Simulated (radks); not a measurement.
Q: These are the eigenvalues of the occupied orbitals of an atom or ion with whole-number occupations (hartree). Calculated with a radial shooting solver on a logarithmic mesh with Libxc functionals: scalar-relativistic Kohn-Sham, BLYP, spin-polarised, spherical densities, finite nucleus; Fermi nuclear charge, rms radius of each element as measured or else 0.836 A^(1/3) + 0.57 fm.

1s up: -1231.555
1s down: -1231.521
2s up: -206.4347
2s down: -206.4155
2p up: -187.3185
2p down: -187.2880
3s up: -56.02793
3s down: -55.99383
3p up: -49.82636
3p down: -49.78775
3d up: -40.63629
3d down: -40.59847
4s up: -22.80611
4s down: -22.61365
4p up: -20.62416
4p down: -20.43272

Which element is it, and in what charge state? The configuration may be excited. Open shells, if any, are filled with parallel spins first.

A: Z = 53, iodine, charge +19: I19+ in [Ar] 3d10 4s2 4p4. The list shows which subshells hold electrons but not how many an open one holds; the 1s level, -1231.6 hartree, gives Z - s = 49.6 by -(Z - s)^2/2, which with screening and relativity narrows Z to a few neighbours, and the depths of the outer levels then fix element, charge and occupations together.
